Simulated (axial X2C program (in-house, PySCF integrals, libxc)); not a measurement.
**YbCN: the levels of the configuration f13 s2**

Calculated with an in-house all-electron X2C program for linear molecules (integrals from PySCF): two-component X2C with atomic mean-field Coulomb and Gaunt terms, basis Yb dyall-v3z, C dyall-v3z, N dyall-av3z (cores contracted in-house). Orbitals come from Hartree–Fock averaged over the configuration Yb f13 s2; CI then distributes these electrons over the f, s shells of Yb.

Yb–C–N held linear, bonds 2.365 and 1.160 Å (the second held) (near the minimum of the configuration average).

Active spinors (ω > 0):

```tsv
shell	ω	ε (eV)	character
f	5/2	-23.24	100% Yb f
f	3/2	-23.14	100% Yb f
f	1/2	-23.06	100% Yb f
f	7/2	-21.77	100% Yb f
f	5/2	-21.69	100% Yb f
f	3/2	-21.63	100% Yb f
f	1/2	-21.57	100% Yb f
```

Filled shells are left out: they mix freely with the closed shells.

Lowest levels of this model:

```tsv
Ω	energy (cm⁻¹)	g∥	μ (D)	configuration
1/2	0	1.18	-5.55	100% f13 s2
3/2	342	3.47	-5.54	100% f13 s2
5/2	821	5.75	-5.54	100% f13 s2
7/2	1478	8.00	-5.54	100% f13 s2
1/2	10091	0.82	-5.55	100% f13 s2
3/2	10600	2.53	-5.54	100% f13 s2
5/2	11386	4.25	-5.54	100% f13 s2
```

g∥ is the magnitude of 2⟨Lz + ge Sz⟩ for the +Ω component. μ is positive if the N end is positive.

(1) From Ω and g∥ of the lowest level, whose 2⟨Lz + ge Sz⟩ is positive, find ⟨Sz⟩ and ⟨Lz⟩ (ge = 2.0023).

Occupations of the active spinors in the lowest level by ω, shell by shell in order of energy: -7/2: 1.00; -5/2: 1.00 1.00; -3/2: 1.00 1.00; -1/2: 1.00 0.00 1.00; 1/2: 1.00 1.00 1.00; 3/2: 1.00 1.00; 5/2: 1.00 1.00; 7/2: 1.00. The leading determinant has weight 1.00 among 3.

This point took 10 s on 1 thread of Intel(R) Xeon(R) Platinum 8259CL CPU @ 2.50GHz (Skylake/Cascade Lake), on a shared host.

There is no dynamic correlation: spin–orbit spacings and, for f shells, spacings inside one term are the most reliable numbers, splittings between terms come out too wide, and energies between configurations are not reliable, so the lowest level need not be the ground state of the molecule. At most 4 roots were kept for each Ω > 0 (twice that for Ω = 0) within 2.2 eV of the lowest, so higher up levels can be missing between those listed; levels with Ω > 0 are doubly degenerate and listed once, Ω = 0 levels singly. The molecule was held linear; bending was not examined.

Results:

(1) Ω = ⟨Lz⟩ + ⟨Sz⟩ = 1/2 and ⟨Lz⟩ + ge⟨Sz⟩ = 0.590, so ⟨Sz⟩ = 0.09 and ⟨Lz⟩ = 0.41.
